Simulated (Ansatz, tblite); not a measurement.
Adding an electron: the cluster Li₄⁺. Total charge 1; doublet. Geometry: B3LYP/def2-TZVP. Ansatz, gas phase; energy differences of separate SCF runs; the reduced species is a singlet (the triplet lies 0.47 eV higher at PBE0/def2-TZVP).

```csv
atom,x (Å),y (Å),z (Å)
Li1,-1.3150,0.3098,-0.2875
Li2,-0.8604,-1.7215,2.0786
Li3,0.8570,1.7238,-2.0780
Li4,1.3184,-0.3121,0.2869
```

The xTB rows come from tblite. The structure comes from a short search, and lower isomers may exist.

```tsv
level	−HOMO (eV)	−LUMO (eV)	vertical EA (eV)	HOMO–LUMO gap (eV)
GFN2-xTB	–	–	7.71	–
PBE/def2-TZVP	7.00	6.28	4.56	0.72
r2SCAN/def2-TZVP	7.07	5.76	4.36	1.30
```

Task: Estimate the rows for GFN1-xTB, PBE0/def2-TZVP.

Result: 
```tsv
level	−HOMO (eV)	−LUMO (eV)	vertical EA (eV)	HOMO–LUMO gap (eV)
GFN1-xTB	–	–	11.83	–
PBE0/def2-TZVP	7.57	5.70	4.52	1.87
```

  HOMO and LUMO are the levels of the spin that leaves or enters (xTB has no such levels and no spin-polarisation term). Other spin states of the ions may lie lower, which would lower the ionisation energy or raise the affinity. Raw xTB energy differences between charge states are shifted by several eV; the methods need an empirical correction for them.
